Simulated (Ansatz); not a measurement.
```yaml
crystal:
  periodic: [false, false, false]
  atoms:
    - {symbol: O, position_ang: [-2.061918, 0.680251, -0.160988]}
    - {symbol: Si, position_ang: [-0.897054, 0.017278, -1.104402]}
    - {symbol: S, position_ang: [1.054521, 0.805071, -0.696595]}
    - {symbol: Si, position_ang: [1.451776, -0.288751, 1.073944]}
    - {symbol: F, position_ang: [2.103867, -1.705028, 0.729162]}
    - {symbol: H, position_ang: [-2.156326, 1.634192, -0.164533]}
    - {symbol: H, position_ang: [-0.942724, -1.430935, -0.815334]}
    - {symbol: H, position_ang: [-1.110541, 0.311584, -2.541968]}
    - {symbol: H, position_ang: [2.439213, 0.478055, 1.862740]}
    - {symbol: H, position_ang: [0.202284, -0.552818, 1.820773]}
basis:
  gaussian: {orbitals: x2c-TZVPPall, fitting: {mean_field: def2-universal-jkfit}}
magnetization: {spin_polarized: true, initial_magnetization: 0}
hamiltonian: {xc: {name: HF}}
correlation: {method: mp2, frozen_orbitals: {O: 9}}
accuracy: high
scf: {lower_state_search: off}
```

```sh
$ ansatz run in.yaml --threads 4 --pin off --events-out ev --progress --plain --max-ram 10444MiB
```

Question: How does Ansatz answer? (Estimate.)

Answer: The calculation gave: The input was rejected before any iteration.
```
Functional definition: HF
Error: "frozen_orbitals" has no count for Si
```
